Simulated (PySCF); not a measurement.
PySCF input (BP86/def2-TZVPD):

```python
from pyscf import gto, scf, dft

mol = gto.M(
    atom='''
    B     0.11337301   -1.19708641   -0.00663803
    C    -1.03482468   -1.94710446    0.70317632
    Br    0.27324287    0.68734507   -0.19848799
    H    -0.79660935   -1.95174271    1.77564455
    H    -1.12218777   -2.98892178    0.39264573
    H    -2.00262007   -1.44835402    0.59292161
    ''',
    basis='def2-tzvpd',
    charge=0,
    spin=1,
    verbose=4,
)

mf = dft.UKS(mol, xc='bp86').density_fit(auxbasis='def2-universal-jkfit')
mf.grids.level = 3
mf.conv_tol = 1e-9
mf.max_cycle = 100
mf.max_memory = 1500
mf.kernel()
if not mf.converged:
    mf = mf.newton()
    mf.kernel(mf.make_rdm1())
for _ in range(2):
    mo, _, stable, _ = mf.stability(return_status=True)
    if stable:
        break
    mf.kernel(mf.make_rdm1(mo, mf.mo_occ))
mf.analyze()
```

End of the output:

```
Extra cycle  E= -2639.17201251096  delta_E= 2.5e-11  |g|= 1.53e-05  |ddm|= 3.16e-05
converged SCF energy = -2639.17201251096  <S^2> = 0.75271618  2S+1 = 2.0027143
uhf_internal: lowest eigs of H = [0.83255479 0.83727964 0.85217736]
<class 'pyscf.df.df_jk.DFUKS'> wavefunction is stable in the internal stability analysis
**** SCF Summaries ****
Total Energy =                       -2639.172012510960485
Nuclear Repulsion Energy =             124.102715392572932
One-electron Energy =                -3914.459374592249787
Two-electron Energy =                 1151.184646688716384
Two-electron Coulomb Energy =         1253.331335650422488
DFT Exchange-Correlation Energy =     -102.146688961706005
HOMO-LUMO gap [eV] =                     2.061537402199842
**** MO energy ****
                             alpha | beta                alpha | beta
MO #1   energy= -481.161865453625  | -481.161646543033  occ= 1 | 1
MO #2   energy= -61.8526072197612  | -61.8524602268981  occ= 1 | 1
MO #3   energy= -55.7653555324386  | -55.7650568707269  occ= 1 | 1
MO #4   energy= -55.7637309848164  | -55.7636772103235  occ= 1 | 1
MO #5   energy= -55.7629682524996  | -55.7626650664992  occ= 1 | 1
MO #6   energy= -9.89793654783638  | -9.89706866812849  occ= 1 | 1
MO #7   energy= -8.42677154174317  | -8.42644979460471  occ= 1 | 1
MO #8   energy= -6.58664944592014  | -6.57685925375678  occ= 1 | 1
MO #9   energy= -6.30106802627063  | -6.30061815125114  occ= 1 | 1
MO #10  energy= -6.29623165968394  | -6.29611721620877  occ= 1 | 1
MO #11  energy= -6.29380908657049  | -6.29329599283617  occ= 1 | 1
MO #12  energy= -2.50530747666782  | -2.50487512043858  occ= 1 | 1
MO #13  energy= -2.50411167323992  | -2.50381068801016  occ= 1 | 1
MO #14  energy= -2.50239918211823  | -2.50170485952985  occ= 1 | 1
MO #15  energy= -2.49871032543571  | -2.49833969110816  occ= 1 | 1
MO #16  energy= -2.4985594075808   | -2.49812177510668  occ= 1 | 1
MO #17  energy= -0.735589850482082 | -0.732170763918532 occ= 1 | 1
MO #18  energy= -0.658640816609537 | -0.655619009511319 occ= 1 | 1
MO #19  energy= -0.43040869856371  | -0.419323697396678 occ= 1 | 1
MO #20  energy= -0.388308319025703 | -0.384699791115817 occ= 1 | 1
MO #21  energy= -0.384669844734521 | -0.380034605698006 occ= 1 | 1
MO #22  energy= -0.34342913796733  | -0.336386540104357 occ= 1 | 1
MO #23  energy= -0.294752743742505 | -0.293158748964009 occ= 1 | 1
MO #24  energy= -0.286686778235784 | -0.278954837728795 occ= 1 | 1
MO #25  energy= -0.169015971091302 | -0.0932558682915161 occ= 1 | 0
MO #26  energy= -0.0992408473841522 | -0.076001841470428 occ= 0 | 0
MO #27  energy= -0.00863852287842733 | -0.00361055845709006 occ= 0 | 0
MO #28  energy= 0.0054603013293302 | 0.0101542886046797 occ= 0 | 0
MO #29  energy= 0.0251140909865969 | 0.0293359397088729 occ= 0 | 0
MO #30  energy= 0.0286149552758939 | 0.0297176875104596 occ= 0 | 0
MO #31  energy= 0.0313052990058944 | 0.033548200142153  occ= 0 | 0
MO #32  energy= 0.0577020869274061 | 0.0612288580225398 occ= 0 | 0
MO #33  energy= 0.0614199523600806 | 0.0642889919480561 occ= 0 | 0
MO #34  energy= 0.0732481069467667 | 0.0754242151889254 occ= 0 | 0
MO #35  energy= 0.0790810820074681 | 0.0823736551729047 occ= 0 | 0
MO #36  energy= 0.089555735016848  | 0.0940585985362419 occ= 0 | 0
MO #37  energy= 0.103368423602061  | 0.105920780033985  occ= 0 | 0
MO #38  energy= 0.109249303376186  | 0.111692001661397  occ= 0 | 0
MO #39  energy= 0.118417314441974  | 0.120644871346074  occ= 0 | 0
MO #40  energy= 0.136836594579251  | 0.141006282157993  occ= 0 | 0
MO #41  energy= 0.160022166898823  | 0.168597186901966  occ= 0 | 0
MO #42  energy= 0.166782173629422  | 0.17386058130984   occ= 0 | 0
MO #43  energy= 0.171448401219807  | 0.176365727661116  occ= 0 | 0
MO #44  energy= 0.175042635481428  | 0.186467902188753  occ= 0 | 0
MO #45  energy= 0.183940868694614  | 0.190045138167914  occ= 0 | 0
MO #46  energy= 0.191805974593598  | 0.196741190768001  occ= 0 | 0
MO #47  energy= 0.194675266701893  | 0.206758063743487  occ= 0 | 0
MO #48  energy= 0.204872707647053  | 0.21376434622809   occ= 0 | 0
MO #49  energy= 0.210592163750664  | 0.218150628505358  occ= 0 | 0
MO #50  energy= 0.220635680492985  | 0.223372645857361  occ= 0 | 0
MO #51  energy= 0.236197225899503  | 0.24027685768823   occ= 0 | 0
MO #52  energy= 0.254983718403619  | 0.257834177203439  occ= 0 | 0
MO #53  energy= 0.264373730843876  | 0.267958856792847  occ= 0 | 0
MO #54  energy= 0.274965536634863  | 0.276336105870205  occ= 0 | 0
MO #55  energy= 0.287891443341241  | 0.289643496355325  occ= 0 | 0
MO #56  energy= 0.296193855336162  | 0.302151965359506  occ= 0 | 0
MO #57  energy= 0.306401615540244  | 0.309334956675476  occ= 0 | 0
MO #58  energy= 0.320036810699542  | 0.324008854779129  occ= 0 | 0
MO #59  energy= 0.333862232943987  | 0.337229230630484  occ= 0 | 0
MO #60  energy= 0.338184165444483  | 0.342635138311094  occ= 0 | 0
MO #61  energy= 0.344219267018121  | 0.348707948851628  occ= 0 | 0
MO #62  energy= 0.372958164970812  | 0.376587730333127  occ= 0 | 0
MO #63  energy= 0.387719914636922  | 0.39275817155427   occ= 0 | 0
MO #64  energy= 0.394117369187097  | 0.400023417243218  occ= 0 | 0
MO #65  energy= 0.413919359833915  | 0.420064704635314  occ= 0 | 0
MO #66  energy= 0.438482858339161  | 0.442007685734071  occ= 0 | 0
MO #67  energy= 0.44559566671723   | 0.451500880086973  occ= 0 | 0
MO #68  energy= 0.450346468597873  | 0.456933950534836  occ= 0 | 0
MO #69  energy= 0.459627910024444  | 0.462740660631684  occ= 0 | 0
MO #70  energy= 0.483638969819424  | 0.49344407388393   occ= 0 | 0
MO #71  energy= 0.490243643161458  | 0.493753929591129  occ= 0 | 0
MO #72  energy= 0.496613840868852  | 0.500109031260244  occ= 0 | 0
MO #73  energy= 0.505629615064655  | 0.510447902235555  occ= 0 | 0
MO #74  energy= 0.520795173494252  | 0.525062504745495  occ= 0 | 0
MO #75  energy= 0.564474638989175  | 0.58551869352863   occ= 0 | 0
MO #76  energy= 0.590275109753762  | 0.601458836125324  occ= 0 | 0
MO #77  energy= 0.61247362212737   | 0.62026371372384   occ= 0 | 0
MO #78  energy= 0.615164650363933  | 0.635963904941609  occ= 0 | 0
MO #79  energy= 0.642491111282124  | 0.64857271776577   occ= 0 | 0
MO #80  energy= 0.663475962578056  | 0.671481625738306  occ= 0 | 0
MO #81  energy= 0.668809975167471  | 0.68011656460847   occ= 0 | 0
MO #82  energy= 0.701132543771507  | 0.706703193586598  occ= 0 | 0
MO #83  energy= 0.724313109920821  | 0.734707122948635  occ= 0 | 0
MO #84  energy= 0.761421734452693  | 0.782210815469654  occ= 0 | 0
MO #85  energy= 0.799954296081445  | 0.822017029271617  occ= 0 | 0
MO #86  energy= 0.898914803427253  | 0.905870428301025  occ= 0 | 0
MO #87  energy= 0.915796411953315  | 0.938581340628563  occ= 0 | 0
MO #88  energy= 1.00814683368743   | 1.01652123099966   occ= 0 | 0
MO #89  energy= 1.03256507076968   | 1.03881480705018   occ= 0 | 0
MO #90  energy= 1.05462373223342   | 1.06271454177643   occ= 0 | 0
MO #91  energy= 1.06215782702306   | 1.0960902185619    occ= 0 | 0
MO #92  energy= 1.10346732709734   | 1.12026492155006   occ= 0 | 0
MO #93  energy= 1.13597237000965   | 1.15077595429587   occ= 0 | 0
MO #94  energy= 1.22730759949004   | 1.23808036154325   occ= 0 | 0
MO #95  energy= 1.29464394907605   | 1.30521711655885   occ= 0 | 0
MO #96  energy= 1.33424042809126   | 1.33950294623033   occ= 0 | 0
MO #97  energy= 1.35831105254103   | 1.36773679177836   occ= 0 | 0
MO #98  energy= 1.41121504351189   | 1.41711881386637   occ= 0 | 0
MO #99  energy= 1.415207891743     | 1.42301099185655   occ= 0 | 0
MO #100 energy= 1.43233363775537   | 1.43604641511781   occ= 0 | 0
MO #101 energy= 1.44423655504522   | 1.44761210174238   occ= 0 | 0
MO #102 energy= 1.45120664623585   | 1.45702682721012   occ= 0 | 0
MO #103 energy= 1.46879396971958   | 1.47749779536157   occ= 0 | 0
MO #104 energy= 1.49852780673775   | 1.51089862118339   occ= 0 | 0
[...]
```

It need not be the lowest isomer of its formula.
